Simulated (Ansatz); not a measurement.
Reaction (redistribution): `Cl[SiH]1BC1` + `ClBBr` → `Br[SiH]1BC1` + `ClBCl`

Calculated with Ansatz (gas phase, PBE0-D4/def2-TZVP geometries, no zero-point term in ΔE). CCSD(T)/CBS adds triple-zeta CCSD(T) − MP2 to the extrapolated MP2 energy (def2 sets, frozen cores). This one scheme is used for every species. Functionals use def2-TZVPP. B3LYP here is the variant with VWN-RPA as its local correlation; programs differ in this. For Br outer-core shells are correlated without core-valence functions, which leaves a few kJ/mol of doubt a bond. Scalar relativity is left out up to krypton.

`Cl[SiH]1BC1`:

```xyz
8

Cl    0.027    1.629   -2.212
Si   -0.584    0.734   -0.473
B     0.558    0.406    0.990
C     0.237   -0.914    0.397
H    -1.989    0.324   -0.666
H     1.561    0.838    1.451
H     0.967   -1.709    0.261
H    -0.776   -1.307    0.253
```

`ClBBr`:

Cartesian coordinates in Å:
```
Cl -0.437 -1.294 -1.005
B -0.060 -0.049 0.134
Br 0.902 1.498 -0.392
H -0.405 -0.155 1.264
```

`Br[SiH]1BC1`:

```xyz
8

Br   -0.042    2.185    1.883
Si   -0.424    0.947    0.087
B     0.915   -0.046   -0.799
C     0.020   -1.028   -0.142
H    -1.879    0.975   -0.163
H     2.091   -0.019   -0.943
H    -1.060   -1.103   -0.308
H     0.379   -1.910    0.386
```

`ClBCl`:

Cartesian coordinates in Å:
```
Cl 1.034 0.800 -1.043
B 0.057 -0.089 0.080
Cl -1.656 0.172 0.164
H 0.565 -0.884 0.799
```

| level | ΔE (kcal/mol) | difference from CCSD(T)/CBS |
| --- | --- | --- |
| ωB97X-V | -2.4 | -0.3 |
| ωB97M-V | -2.4 | -0.3 |
| B2PLYP | -2.4 | -0.3 |
| revPBE | -2.6 | -0.5 |
| BLYP | -2.4 | -0.3 |
| r2SCAN | -2.5 | -0.4 |
| B3LYP | -2.5 | -0.4 |
| r2SCANh | -2.6 | -0.5 |
| CCSD/def2-SVP | -4.1 | -2.0 |
| CCSD(T)/def2-TZVPP | -2.2 | -0.1 |
| CCSD(T)/CBS | -2.1 | 0 |

Largest T1 diagnostic among the species: 0.012.

At CCSD(T), def2-SVP lies −2.0 kcal/mol from the extrapolated value and def2-TZVPP −0.1 kcal/mol. Leaving LDA and LC-ωPBE aside and taking each functional with its dispersion term where it has one, the values, not all of them listed here, spread over 0.5 kcal/mol, from HSE06-D4 to B97M-V.
